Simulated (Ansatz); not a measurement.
Cost and result for the atomization energy of C2H5NSi, SMILES `C#CN[SiH3]` (9 atoms, 8 bonds).

Cartesian coordinates in Å:
```
C -2.237 0.725 -0.242
C -1.056 0.719 -0.011
N 0.257 0.654 0.231
Si 1.198 -0.795 0.019
H -3.280 0.742 -0.443
H 0.691 1.507 0.547
H 2.580 -0.417 0.403
H 0.692 -1.884 0.890
H 1.154 -1.253 -1.392
```

The species carries charge 0 and has multiplicity 1. The structure was optimised at the PBE0-D4/def2-TZVP level. Program: Ansatz. All runs use 2 threads of an AMD EPYC 7B13 on a shared host. Times are those of one run each, without the atoms' runs, and a repeat can differ threefold. Electronic energies, without spin–orbit coupling; frozen cores. CCSD(T)/CBS adds CCSD(T) − MP2 in def2-TZVPP to the MP2 limit, and its time is that of the two runs behind it. T1 = 0.012. B3LYP takes the VWN-RPA correlation (the form of Gaussian; ORCA's B3LYP/G).

CCSD(T)/CBS is a level of theory with its own doubt, some kJ/mol a heavy atom from the limit and from the frozen cores, so smaller differences don't rank the functionals.

```csv
level,functions,wall time,atomization (kcal/mol),difference from CCSD(T)/CBS,per bond
LDA (SPW92)/def2-TZVPP,205,1.1 s,911.7,116.3,14.5
revPBE-D4/def2-TZVPP,205,1.7 s,793.8,-1.6,-0.2
BHLYP-D4/def2-TZVPP,205,2.3 s,774.7,-20.7,-2.6
CCSD(T)/def2-SVP,85,2.3 s,746.6,-48.8,-6.1
PBE0-D4/def2-TZVPP,205,2.5 s,797.1,1.7,0.2
B3LYP-D4/def2-TZVPP (with forces),205,3.5 s,800.3,4.9,0.6
r2SCAN-D4/def2-TZVPP (with forces),205,3.8 s,794.8,-0.6,-0.1
r2SCANh-D4/def2-TZVPP,205,3.9 s,789.3,-6.1,-0.8
B97M-V/def2-TZVPP,205,6.5 s,796.8,1.4,0.2
ωB97M-V/def2-TZVPP (with forces),205,8.5 s,799.6,4.2,0.5
MP2/def2-QZVPP,391,15 s,799.7,4.3,0.5
CCSD(T)/def2-TZVPP,205,44 s,771.8,-23.6,-3.0
CCSD(T)/CBS(def2),–,59 s,795.4,0.0,0.0
```

In def2-TZVPP, CCSD(T) changes the Hartree–Fock value by +206.4 kcal/mol (the triples alone add +13.1 kcal/mol) and MP2 by +220.2 kcal/mol; breaking electron pairs costs correlation energy, which Hartree–Fock lacks. The D4 term adds +6.1 kcal/mol with B3LYP and +3.2 kcal/mol with PBE0; it sums over pairs of atoms, weighted by their polarisabilities, and B3LYP, whose exchange is more repulsive, gets the larger term. From BLYP to BHLYP (50 % exact exchange), in def2-TZVPP and without D4, the atomization energy moves by −22.6 kcal/mol: exact exchange takes away binding that semilocal exchange gives to molecules.
